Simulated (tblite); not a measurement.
Compound: C5H10BBr.
Structure used (GFN2-xTB), in Å, numbered top down from 1:
```xyz
17
C5H10BBr angstrom
Br    -2.7726   -1.6103   -0.6187
C     -1.0525   -0.6070   -0.6672
C      0.0977   -1.5227   -0.2885
B      1.4313   -0.7619    0.0658
C      1.3566    0.7460    0.4947
C      0.0828    1.4826    0.0654
C     -1.1558    0.6049    0.2414
H     -0.9656   -0.2893   -1.7089
H      0.2283   -2.2933   -1.0520
H     -0.1671   -2.0680    0.6268
H      2.4403   -1.3537    0.1174
H      2.2314    1.3228    0.1871
H      1.4002    0.7353    1.5913
H      0.1679    1.7669   -0.9865
H     -0.0407    2.4009    0.6436
H     -2.0520    1.1801   -0.0029
H     -1.2372    0.2787    1.2813
```

Method: GFN2-xTB as coded in tblite; computed harmonic values from a numerical Hessian at the method's own geometry, unscaled. The method is semi-empirical: single wavenumbers can be off by several per cent or more. Modes of hydrogen on boron can be 10 to 20 % off. One conformer, not necessarily the lowest.

Harmonic wavenumbers (cm⁻¹): 99.9, 151.3, 208.6, 230.2, 258.1, 398.3, 428.2, 483.7, 596.7, 628.2, 715.0, 804.9, 829.8, 859.2, 901.7, 937.6, 996.4, 998.8, 1049.7, 1103.6, 1139.9, 1158.6, 1177.1, 1208.7, 1216.3, 1244.1, 1270.8, 1304.7, 1307.3, 1342.5, 1348.7, 1450.3, 1452.4, 1485.4, 1500.0, 2642.2, 2913.8, 2915.9, 2949.3, 2961.8, 2970.7, 2978.2, 2978.8, 2983.0, 2985.6.

A = 4404, B = 890.3, C = 769.7 MHz; mass 160.006 u (most abundant isotopes); point group C1, symmetry number 1.

Problem. What is the zero-point energy?

Solution. ½Σν̃ = 30783 cm⁻¹ = 88.01 kcal/mol.

Problem. What is S at 298.15 K and 1 bar for an ideal gas of classical rigid rotors and harmonic oscillators?

Solution. Translation 41.15, rotation 29.06, vibration 16.98: S = 87.2 cal/(mol K).

Problem. And Cp and H(298.15 K) − H(0)?

Solution. Cp = 30.58 cal/(mol K), of which vibrations give 22.63 (their classical limit is 45 R = 89.4); H(298.15 K) − H(0) = 5.37 kcal/mol without the zero-point energy, 3.00 from vibrations.

Problem. Which modes carry the vibrational entropy at 298.15 K?

Solution. 99.9 cm⁻¹: 3.46; 151.3 cm⁻¹: 2.66; 208.6 cm⁻¹: 2.06; 230.2 cm⁻¹: 1.88; 258.1 cm⁻¹: 1.67; 398.3 cm⁻¹: 0.97 cal/(mol K); the other 39 give 4.29 together.

Problem. How do the functions run with temperature in this model?

Solution. 
```csv
T (K),S (cal/(mol K)),Cp (cal/(mol K)),H − H(0) (kcal/mol),G − H(0) (kcal/mol),ln q(vib)
150,71.2,17.9,1.82,-8.86,1.16
250,82.2,26.1,4.00,-16.55,2.69
400,97.5,40.0,8.97,-30.03,5.28
600,116.7,54.8,18.54,-51.48,9.05
900,141.8,68.9,37.28,-90.38,14.79
```

q(vib) and H(0) count from the zero-point level.

Hindered rotation and anharmonicity are outside this model. Other conformers, if any are populated, would add a mixing term that is left out. The structure is chiral; the term R ln 2 for an equal mix with its mirror image is left out.
